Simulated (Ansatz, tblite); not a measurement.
Cost and result up the ladder for SiS₃⁻ (the lowest doublet isomer of a short search) (4 atoms). Total charge -1; doublet. Geometry: PBE-D4/def2-TZVPD.

```tsv
atom	x (Å)	y (Å)	z (Å)
Si1	0.0000	0.0000	0.0000
S2	-0.4465	-0.3840	-1.9463
S3	1.9391	0.2039	0.5772
S4	-1.4926	0.1800	1.3691
```

Ansatz on 4 threads of Arm Neoverse N1 on a shared host; xTB runs through tblite on one thread. Times are rough, summed over both states, and most runs start from the orbitals of an earlier one. PBE0-D4/def2-TZVPD serves as the yardstick here, not as an exact answer. The other state is a triplet.

The xTB rows come from tblite. The structure comes from a short search, and lower isomers may exist.

Run but left out: PBE-D4/def2-TZVPD (neutral triplet: an occupied level 0.13 eV above an empty one).

Raw xTB energies of ions are shifted by several eV, and xTB has no spin-polarisation term.

| level | functions | wall time | vertical IE (eV) | difference from PBE0-D4/def2-TZVPD (eV) |
| --- | --- | --- | --- | --- |
| GFN1-xTB | 36 | 0.013 s | 8.34 | 3.98 |
| GFN2-xTB | 36 | 0.018 s | 8.82 | 4.46 |
| PBE0-D4/def2-TZVPD | 181 | 45 s | 4.36 | 0.00 |
| r2SCAN-D4/def2-TZVPD (with forces) | 181 | 71 s | 4.37 | 0.01 |
